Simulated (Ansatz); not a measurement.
```yaml
crystal:
  periodic: [false, false, false]
  atoms:
    - {symbol: Fe, position_ang: [-0.124274, -0.079424, -0.054821]}
    - {symbol: I, position_ang: [-0.027268, -0.136505, 2.502132]}
    - {symbol: I, position_ang: [0.019749, 0.033653, -2.497670]}
basis:
  gaussian: {orbitals: def2-TZVPP}
magnetization: {spin_polarized: false, initial_magnetization: 4}
hamiltonian: {xc: {name: HF}, pseudopotentials: {relativity: none}}
correlation: {method: mp2}
scf: {omitted_lower_state_checks: [starts]}
```

```sh
$ ansatz run in.yaml --threads 2 --pin off --events-out ev --progress --plain --max-ram 4352MiB
```

Shortened log:

```
Functional definition: HF
1411 factors; integrals over basis functions are off by at most 5.6e-4 eV
mean field evaluation 1: about -50489.9548 eV, gradient 5.1e1 eV
mean field evaluation 2: about -50489.9833 eV, gradient 5.1e1 eV
mean field evaluation 4: about -50499.4346 eV, gradient 1.3e1 eV
mean field evaluation 8: about -50501.8137 eV, gradient 1.4e0 eV
mean field evaluation 16: about -50501.8329 eV, gradient 1.1e-4 eV
mean field -50501.83290432 eV, -1855.9081278621 hartree, gradient 1.9e-6 eV, S^2 6.000000; 0 other end points of the search recorded, 0 dependent functions left out
mean field evaluation 32: about -50501.7573 eV, gradient 2.2e-2 eV
mean field evaluation 64: about -50502.0324 eV, gradient 1.1e-1 eV
mean field evaluation 96: about -50502.0407 eV, gradient 9.0e-2 eV
13 core orbitals not correlated: weight in the atoms' cores, before any rotation towards them, 1.000 or more for the frozen orbitals, at most 0.000 for the correlated occupied ones
reference -50501.83290432 eV, -1855.9081278621 hartree; 27, 23 occupied and 124, 128 virtual orbitals, 1411 factors
second order -40.90621051 eV of doubles, -0.13900839 eV of singles
Total energy: -50542.87812322 eV, -1857.4165118351 hartree
Checks for a lower state left out: starts
```

Hardware: 2 threads of Intel Xeon 6975P-C on a shared host. Wall time 26 s, peak host memory 0.81 GiB.

In the def2 sets I takes a core potential; there is no spin–orbit coupling. Correlated methods freeze 13 core orbitals; core or outer-core shells of Fe, I are correlated, in sets that lack core-valence functions.

With spin_polarized false and unpaired electrons the run is restricted open-shell.
